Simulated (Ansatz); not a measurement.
**A basis-limit estimate, worked out**

An elementary step of BNH$_{5}$Cl$_{3}$O, singlet (BCl₃ ([Cl][B]([Cl])[Cl]) + H₂O + NH₃ → BNH₂Cl₂ ([NH2][B]([Cl])[Cl]) + HCl + H₂O; B–Cl, H–N, H–O broken or loosened, B–N, Cl–H, H–O formed or tightened). “Start” and “end” are the PBE0-D4/def2-TZVP structures reached by relaxing down either side of its saddle point, with the molecules still in contact.

Program: Ansatz 0.2.0. Basis: def2-TZVPP and def2-QZVPP. Cores are frozen in the correlated methods.

Energies in eV:

| quantity | end | start |
| --- | --- | --- |
| Hartree–Fock, triple zeta (X = 3) | -41787.55123 | -41787.96379 |
| Hartree–Fock, quadruple zeta (X = 4) | -41788.78641 | -41789.18545 |
| MP2 correlation, X = 3 | -31.72907 | -32.04679 |
| MP2 correlation, X = 4 | -34.53483 | -34.88884 |
| CCSD(T) correlation, X = 3 | -34.73495 | -34.96887 |

Question: Work out the step energy at the basis limit: extrapolate Hartree–Fock as E(X) = E∞ + A exp(−7.88 √X) and the MP2 correlation as E(X) = E∞ + B X^−2.97 (the exponents that Neese and Valeev fitted for def2-TZVPP and QZVPP), then add CCSD(T) − MP2 in triple zeta.

Answer: Each step is linear, so take the differences first (end − start): Hartree–Fock 0.41256 (X = 3) and 0.39904 (X = 4); MP2 correlation 0.31772 and 0.35401; CCSD(T) correlation 0.23392.
Two points give E∞ = E(4) + w [E(4) − E(3)], with w = 1/(exp(7.88 (2 − √3)) − 1) = 0.1377 for Hartree–Fock and w = 1/((4/3)^2.97 − 1) = 0.7407 for the correlation.
Hartree–Fock: 0.39904 + 0.1377 × (-0.01352) = 0.3972 eV.
MP2 correlation: 0.35401 + 0.7407 × 0.03629 = 0.3809 eV.
CCSD(T) − MP2: 0.23392 − 0.31772 = -0.0838 eV.
Sum: 0.3972 + 0.3809 + (-0.0838) = 0.6943 eV, or 16.01 kcal/mol. Plain CCSD(T) in triple zeta gives 0.6465 eV, so the larger basis shifts the result by 0.0478 eV.

T1 diagnostic: at most 0.011.

The step is the kind of exchange with an N–H group that builds nitride films in atomic layer and chemical vapour deposition.

Labels in which every atom is bracketed show which atoms are joined, not bond orders.

For scale, one of the runs: CCSD(T)/def2-TZVPP, 289 basis functions, launched by `ansatz run in.yaml --threads 8 --pin off --events-out ev --progress --plain --max-ram 19148MiB`. Time: 3.2 min of wall clock on 8 CPU threads of an Arm Neoverse V2; the host was shared. Peak host memory: 8.8 GiB.
